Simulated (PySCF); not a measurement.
1-fluorocyclopenta-1,3-diene (C5H5F), SMILES FC1=CC=CC1. Atoms are numbered in the order given.

```xyz
11

F      0.0005     2.0542     0.0000
C     -0.0672     0.7241     0.0000
C     -1.1791    -0.0380     0.0000
C     -0.7401    -1.4422     0.0000
C      0.6110    -1.5114     0.0000
C      1.1754    -0.1140     0.0000
H     -2.2083     0.3183     0.0000
H     -1.4249    -2.2919     0.0000
H      1.2211    -2.4142     0.0000
H      1.8040     0.0943     0.8854
H      1.8040     0.0943    -0.8854
```
Charge 0, spin multiplicity 1.

Geometry optimised at B3LYP-D3(BJ)/def2-SVP. The values are those of a single conformer.

Two levels are set side by side: PBE/pcSseg-1 (PySCF) and B3LYP/pcSseg-1 (PySCF). GIAO shifts against CFCl3 (¹⁹F), TMS (¹H), TMS (¹³C) at the same level; non-relativistic, no solvent, atoms listed together averaged. Differences are taken from unrounded values.

```tsv
quantity	B3LYP
δ(¹⁹F) of F1 (ppm)	-127.0
δ(¹³C) of C2 (ppm)	184.6
δ(¹³C) of C3 (ppm)	115.6
δ(¹³C) of C4 (ppm)	143.0
δ(¹³C) of C5 (ppm)	130.4
δ(¹³C) of C6 (ppm)	43.4
δ(¹H) of H7 (ppm)	6.08
δ(¹H) of H8 (ppm)	6.72
δ(¹H) of H9 (ppm)	6.15
δ(¹H) of H10, H11 (ppm)	3.26
```

What does PBE give, and how far is it from B3LYP? (Estimate from the structure and the level; the computed values follow.)


| quantity | PBE | PBE minus B3LYP |
|---|---|---|
| δ(¹⁹F) of F1 (ppm) | -134.5 | -7.4 |
| δ(¹³C) of C2 (ppm) | 181.8 | -2.8 |
| δ(¹³C) of C3 (ppm) | 113.4 | -2.2 |
| δ(¹³C) of C4 (ppm) | 140.4 | -2.6 |
| δ(¹³C) of C5 (ppm) | 127.1 | -3.3 |
| δ(¹³C) of C6 (ppm) | 44.0 | 0.7 |
| δ(¹H) of H7 (ppm) | 6.05 | -0.02 |
| δ(¹H) of H8 (ppm) | 6.76 | 0.04 |
| δ(¹H) of H9 (ppm) | 6.13 | -0.02 |
| δ(¹H) of H10, H11 (ppm) | 3.30 | 0.04 |

Rough cost on one machine, each run with all the roots and properties that it gave: B3LYP against PBE within a factor of 2.
